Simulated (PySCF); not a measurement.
A PySCF script (with the pyscf-properties extension) for the NMR shieldings of Potassium Chloride (SMILES [K][Cl]), on a PBE0-D3(BJ)/def2-SVP geometry:

```python
import basis_set_exchange as bse
import numpy as np
from pyscf import gto, dft
from pyscf.prop import nmr

atoms = """
Cl    1.352389   -0.083486    0.007728
K    -1.302679   -0.004224   -0.029958
"""
names = dict.fromkeys(["Cl", "K"], "pcSseg-1")
basis = {el: gto.basis.parse(bse.get_basis(n, elements=[el], fmt="nwchem")) for el, n in names.items()}
mol = gto.M(atom=atoms, basis=basis, charge=0, verbose=0)
mf = dft.RKS(mol, xc="PBE0")
mf.grids.level = 2
mf.grids.alignment = dft.numint.BLKSIZE   # the property module wants whole blocks of grid points
mf.conv_tol = 1e-9
mf.kernel()

calc = nmr.RKS(mf)   # GIAO
C = mf.mo_coeff
Co = C[:, mf.mo_occ > 0]
resp = mf.gen_response(singlet=True, hermi=2)
def vind(x):   # induced exchange potential for any number of trial vectors
    d = np.einsum("pi,xij,qj->xpq", C, 2 * x.reshape(-1, C.shape[1], Co.shape[1]), Co, optimize=True)
    return np.einsum("xpq,pi,qj->xij", resp(d - d.transpose(0, 2, 1)), C, Co, optimize=True).ravel()
mo1, _ = nmr.rhf.solve_mo1(calc, with_cphf=vind)
sigma = calc.kernel(mo1)
for i, s in enumerate(sigma):   # ppm
    print("%2d %-2s %9.2f" % (i, mol.atom_pure_symbol(i), np.trace(s) / 3))
```

Q: What does it print?

A: 
```
 0 Cl    952.49
 1 K    1237.37
```

These numbers come from an equivalent density-fitted implementation of the same equations, which agrees with the script to about 0.01 ppm for H and up to a few tenths of a ppm for heavy atoms, so last digits may differ.

Q: Turn these shieldings into chemical shifts. Shifts are taken against calculated references (same method and geometry level): ³⁵Cl (σ = 943.27 ppm) against HCl.

A: Averaging equivalent atoms: Cl 0: -9 ppm. No reference was computed at this level for K. 

Size and cost of the density-fitted run: 62 basis functions, 2.6 s wall time on 1 thread of an Intel Xeon Platinum 8488C, shared host; peak memory 0.28 GiB.
